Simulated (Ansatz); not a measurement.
Reactions of `[SiH3]C(Cl)Cl`.

Isolated molecules relaxed with PBE0-D4/def2-TZVP in Ansatz; ΔE leaves out vibrations. CBS: MP2 limit from def2 TZ/QZ plus the TZ coupled-cluster correction, frozen cores. This one scheme is used for every species, atoms too. DFT in def2-TZVPP. Open shells (•) are unrestricted, without spin–orbit coupling. Spin–orbit coupling would lower the free atoms: a little for C, Cl, Si. Elements past krypton have def2 core potentials. For Br, I, Y outer-core shells are correlated without core-valence functions, so the limit isn't a true one: a few kJ/mol of doubt a bond, and 10 to 20 or more in all where bonds break to atoms. Scalar relativity is left out up to krypton. One conformer a species, not always the lowest.

```json
{"reaction": "`[SiH3]C(Cl)Cl` + HI → `ClC(Cl)I` + SiH₄", "HF/CBS(def2) (kJ/mol)": "69", "r2SCAN-D4 (kJ/mol)": "58", "ωB97X-V (kJ/mol)": "60", "ωB97M-V (kJ/mol)": "61", "CCSD(T)/CBS(def2) (kJ/mol)": "54"}
{"reaction": "`[SiH3]C(Cl)Cl` + `C[N](C)[Y]([OH])[OH]` → `C[N](C)[Y]([OH])[O][SiH3]` + `ClCCl`", "HF/CBS(def2) (kJ/mol)": "-155", "r2SCAN-D4 (kJ/mol)": "-124", "ωB97X-V (kJ/mol)": "-123", "ωB97M-V (kJ/mol)": "-121", "CCSD(T)/CBS(def2) (kJ/mol)": "-124"}
{"reaction": "`[SiH3]C(Cl)Cl` → C• + 2 Cl• + 4 H• + Si•", "HF/CBS(def2) (kJ/mol)": "1760", "r2SCAN-D4 (kJ/mol)": "2429", "ωB97X-V (kJ/mol)": "2437", "ωB97M-V (kJ/mol)": "2434", "CCSD(T)/CBS(def2) (kJ/mol)": "2426"}
{"reaction": "`[SiH3]C(Cl)Cl` + HI → `[SiH3]C(Cl)I` + HCl", "HF/CBS(def2) (kJ/mol)": "-10", "r2SCAN-D4 (kJ/mol)": "-18", "ωB97X-V (kJ/mol)": "-15", "ωB97M-V (kJ/mol)": "-17", "CCSD(T)/CBS(def2) (kJ/mol)": "-28"}
{"reaction": "`[SiH3]C(Cl)Cl` → `Cl[C]Cl` + SiH₄", "HF/CBS(def2) (kJ/mol)": "298", "r2SCAN-D4 (kJ/mol)": "323", "ωB97X-V (kJ/mol)": "333", "ωB97M-V (kJ/mol)": "326", "CCSD(T)/CBS(def2) (kJ/mol)": "327"}
{"reaction": "`[SiH3]C(Cl)Cl` → `ClC[SiH2]Cl`", "HF/CBS(def2) (kJ/mol)": "-189", "r2SCAN-D4 (kJ/mol)": "-175", "ωB97X-V (kJ/mol)": "-173", "ωB97M-V (kJ/mol)": "-175", "CCSD(T)/CBS(def2) (kJ/mol)": "-174"}
{"reaction": "`[SiH3]C(Cl)Cl` + HBr → `ClC(Cl)Br` + SiH₄", "HF/CBS(def2) (kJ/mol)": "72", "r2SCAN-D4 (kJ/mol)": "64", "ωB97X-V (kJ/mol)": "65", "ωB97M-V (kJ/mol)": "67", "CCSD(T)/CBS(def2) (kJ/mol)": "66"}
{"reaction": "`[SiH3]C(Cl)Cl` + H₂O → `OC([SiH3])Cl` + HCl", "HF/CBS(def2) (kJ/mol)": "-5", "r2SCAN-D4 (kJ/mol)": "2", "ωB97X-V (kJ/mol)": "3", "ωB97M-V (kJ/mol)": "5", "CCSD(T)/CBS(def2) (kJ/mol)": "13"}
{"reaction": "`[SiH3]C(Cl)Cl` + `N1[SiH2]P1` → `[SiH3]N1[SiH2]P1` + `ClCCl`", "HF/CBS(def2) (kJ/mol)": "-103", "r2SCAN-D4 (kJ/mol)": "-80", "ωB97X-V (kJ/mol)": "-83", "ωB97M-V (kJ/mol)": "-81", "CCSD(T)/CBS(def2) (kJ/mol)": "-83"}
{"reaction": "`[SiH3]C(Cl)Cl` + H–F → `F[SiH3]` + `ClCCl`", "HF/CBS(def2) (kJ/mol)": "-173", "r2SCAN-D4 (kJ/mol)": "-140", "ωB97X-V (kJ/mol)": "-141", "ωB97M-V (kJ/mol)": "-138", "CCSD(T)/CBS(def2) (kJ/mol)": "-134"}
```

Largest T1 diagnostic: 0.020, for `Cl[C]Cl`.
